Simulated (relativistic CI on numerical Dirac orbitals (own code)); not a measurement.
**Ti+ in a cubic cluster: L2,3 absorption with charge transfer**

Computed with a charge-transfer multiplet model of a cubic metal-ligand cluster with up to one ligand hole, Slater and spin-orbit integrals from Dirac-Coulomb-Breit ions, Slater integrals scaled by 0.9. The parameters are those of a tetrahedral site (10Dq negative, t2 hopping the larger). The ground state mixes d3 with configurations of k ligand holes L, whose averages lie at kΔ + k(k − 1)U_dd/2; a core hole lowers each added d electron by U_cd. 20 K, Lorentzian 0.4 eV and Gaussian 0.3 eV FWHM.

Atomic integrals in eV (Slater integrals scaled, ζ unscaled), ground: F2dd 6.085, F4dd 3.735, zeta_d 0.009; with the core hole: F2dd 7.050, F4dd 4.343, zeta_d 0.017, zeta_core 3.750, F2cd 3.741, G1cd 2.596, G3cd 1.470.

Cluster parameters (eV): U_dd = 5.1, U_cd = 5.8, 10Dq = -0.45, 10Dq(ligand) = 0, V(eg) = 0.62, V(t2g) = -1.06, final-state hopping factor = 0.9.

```csv
Case,n_d,d3,d4L,S
Δ = 6.6 eV,3.10,0.90,0.10,1.50
Δ = 7.6 eV,3.08,0.92,0.08,1.50
Δ = 9.6 eV,3.05,0.95,0.05,1.50
```

Weights, n_d and S are thermal averages at 20 K. Photon energies count from the first peak over 30 % of the highest in each spectrum, which can be another peak from case to case. The parameters are a model scan and need not match a compound or its usual spin state. Peaks in eV (height, largest 100):
- Δ = 6.6 eV: 0.0 (100), 4.1 (36), 5.8 (42), 6.5 (43)
- Δ = 7.6 eV: 0.0 (100), 4.0 (37), 5.0 (32), 5.8 (43), 6.6 (44)
- Δ = 9.6 eV: 0.0 (100), 4.0 (38), 5.0 (32), 5.8 (43), 6.6 (44)

For the case Δ = 9.6 eV, Δ = 9.6 eV is larger than U_dd = 5.1 eV, the Mott-Hubbard side of the Zaanen-Sawatzky-Allen scheme. With the core hole the configuration with one ligand hole lies at Δ + U_dd − U_cd = 5.9, 6.9, 8.9 eV from the one without, in the order of the table; where this is negative the screened configuration lies lower.
